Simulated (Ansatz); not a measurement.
Two members of one family (E4), computed with Ansatz in the gas phase; def2 core potentials for Sb, no spin–orbit coupling. The two geometries come from different levels. Binding counts from free atoms in the multiplicity of their measured ground term, without zero-point energy. A dash marks a value that wasn't run or was left out as unsound. The structures are stationary points that may keep the symmetry of their start. Remarks come from the PBE and PBE0 runs and from stability tests at other levels; not every state was tested. HOMO above LUMO (over both spins in singlets and doublets, within one spin in higher multiplets; at PBE or PBE0), or a gap under 0.15 eV within one spin, warns that the state may not be the lowest or that an electron is smeared out.

First: AsAsAsSb tetrahedron (singlet, charge 0, PBE0-D4/def2-SVP geometry).

```tsv
atom	x (Å)	y (Å)	z (Å)
As1	-0.2746	1.4852	0.1153
As2	-0.9798	-0.5656	-1.0076
As3	-0.3180	-0.6257	1.3427
Sb4	1.5725	-0.2939	-0.4503
```

| level | HOMO (eV) | LUMO (eV) | gap (eV) | vertical IE (eV) | vertical triplet (eV) | binding per atom (eV) |
| --- | --- | --- | --- | --- | --- | --- |
| PBE-D4/def2-SVP | -5.80 | -1.98 | 3.82 | – | – | 2.72 |
| PBE-D4/def2-TZVP | -5.82 | -2.07 | 3.75 | 8.41 | 3.31 | 2.78 |
| r2SCAN-D4/def2-TZVP | -6.09 | -2.01 | 4.08 | 8.54 | 3.27 | 2.56 |
| PBE0-D4/def2-TZVP | -6.72 | -1.43 | 5.29 | 8.52 | 3.27 | 2.56 |
| r2SCAN0-D4/def2-TZVP | -6.89 | -1.41 | 5.49 | – | – | 2.40 |

Remarks: gap within one spin near zero at PBE or PBE0 (+1 doublet).

Second: PAsAsSb tetrahedron (singlet, charge 0, r2SCAN-D4/def2-SVP geometry).

```xyz
4

P    -0.821    1.054    0.512
As    0.956    0.646   -0.967
As   -0.919   -0.907   -0.774
Sb    0.783   -0.793    1.228
```

Estimate the same table for the second.


```json
{"level": "PBE-D4/def2-SVP", "HOMO (eV)": "-5.88", "LUMO (eV)": "-2.07", "gap (eV)": "3.81", "vertical IE (eV)": "–", "vertical triplet (eV)": "–", "binding per atom (eV)": "2.80"}
{"level": "PBE-D4/def2-TZVP", "HOMO (eV)": "-5.88", "LUMO (eV)": "-2.15", "gap (eV)": "3.73", "vertical IE (eV)": "8.49", "vertical triplet (eV)": "3.28", "binding per atom (eV)": "2.88"}
{"level": "r2SCAN-D4/def2-TZVP", "HOMO (eV)": "-6.14", "LUMO (eV)": "-2.08", "gap (eV)": "4.05", "vertical IE (eV)": "8.62", "vertical triplet (eV)": "3.23", "binding per atom (eV)": "2.65"}
{"level": "PBE0-D4/def2-TZVP", "HOMO (eV)": "-6.78", "LUMO (eV)": "-1.50", "gap (eV)": "5.28", "vertical IE (eV)": "8.60", "vertical triplet (eV)": "3.23", "binding per atom (eV)": "2.66"}
{"level": "r2SCAN0-D4/def2-TZVP", "HOMO (eV)": "-6.94", "LUMO (eV)": "-1.47", "gap (eV)": "5.47", "vertical IE (eV)": "–", "vertical triplet (eV)": "–", "binding per atom (eV)": "2.49"}
```

Remarks: gap within one spin near zero at PBE or PBE0 (+1 doublet).
